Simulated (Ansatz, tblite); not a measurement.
Cost and result up the ladder for Be₁₃O₁₃ (26 atoms). The state is a singlet with charge 0. Geometry: PBE-D4/def2-SVP.

```xyz
26

O     0.857    2.779    0.937
O    -1.400    1.717   -0.309
O    -1.155    1.876    2.522
O    -1.063   -0.915    2.387
O    -1.737   -1.048   -0.291
O    -2.949    0.478    1.653
O     1.271    1.525   -1.061
O     1.165    0.484    1.692
O     0.291   -2.443   -1.670
O    -0.556    0.096   -2.388
O     1.709   -0.503   -3.013
O     0.634   -2.060    0.694
O     2.972   -2.068   -1.033
Be    0.309    1.841    2.065
Be   -2.051    1.677    1.135
Be    0.045    2.362   -0.348
Be   -1.413    0.301   -1.099
Be   -2.150   -0.789    1.175
Be   -1.740    0.446    2.768
Be    0.401   -0.911    1.730
Be    0.264   -1.250   -2.628
Be   -0.527   -2.019   -0.400
Be    1.630    1.399    0.485
Be    2.690   -1.280   -2.197
Be    0.929    0.680   -2.275
Be    1.576   -2.374   -0.530
```

Ansatz on 2 threads of AMD EPYC 7R13 on a shared host and a share (18 GiB) of an NVIDIA H100 80GB HBM3; xTB runs through tblite on one thread. Times are rough, summed over both states, and most runs start from the orbitals of an earlier one. PBE0-D4/def2-TZVP serves as the yardstick here, not as an exact answer. The other state is a doublet.

The xTB rows come from tblite. HSE06 is defined as in plane-wave codes, on full-range PBE exchange. Single mean-field runs in def2-TZVP are fitted with def2-universal-jkfit.

Run but left out: PBE-D4/def2-TZVP (charge +1 doublet: an occupied level 0.03 eV above an empty one).

Raw xTB energies of ions are shifted by several eV.

| level | functions | vertical IE (eV) | difference from PBE0-D4/def2-TZVP (eV) |
| --- | --- | --- | --- |
| HSE06-D4/def2-TZVP (with forces) | 650 | 9.67 | -0.07 |
| GFN2-xTB | 104 | 14.14 | 4.39 |
| PBE0-D4/def2-TZVP | 650 | 9.75 | 0.00 |
| GFN1-xTB | 104 | 11.84 | 2.09 |

**Question.** Estimate how long each takes.

**Answer.** GFN1-xTB 0.13 s; GFN2-xTB 0.2 s; HSE06-D4/def2-TZVP (with forces) 18 s; PBE0-D4/def2-TZVP 22 s. On shared hardware such times vary by a factor of up to 3.
